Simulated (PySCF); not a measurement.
C3H5BFNO, SMILES CN1C=C(F)B1O. Heavy atoms are numbered as in [CH3:1][N:2]1[CH:3]=[C:4]([F:5])[B:6]1[OH:7]. Hydrogens are named by the atom that carries them.

The structure is a stationary point at B3LYP-D3(BJ)/def2-SVP. This is a generated structure with no PubChem entry under its InChIKey; it may be hypothetical. Other conformers were not sampled.

All values below come from B3LYP/pcSseg-1 (PySCF).

GIAO shieldings, no solvent; atoms alike by connectivity are averaged. δ = σ(ref) − σ: ¹³C against TMS (σ = 181.3 ppm); ¹⁵N against NH3 (σ = 265.5 ppm); ¹⁹F against CFCl3 (σ = 161.7 ppm); ¹¹B against BF3 (σ = 86.3 ppm); ¹⁷O against H2O (σ = 333.8 ppm); ¹H against TMS (σ = 31.68 ppm), references at their B3LYP-D3(BJ)/def2-TZVP geometries, non-relativistic.

```
nucleus     atoms  count  δ (ppm)
-------  --------  -----  -------
¹³C            C4      1    161.4
¹³C       C3 (CH)      1    159.8
¹³C      C1 (CH3)      1     39.9
¹⁵N            N2      1     71.5
¹⁹F            F5      1   -148.2
¹¹B            B6      1     25.3
¹⁷O       O7 (OH)      1    135.3
¹H        H on C3      1     7.07
¹H        H on O7      1     4.85
¹H        H on C1      3     2.61
```
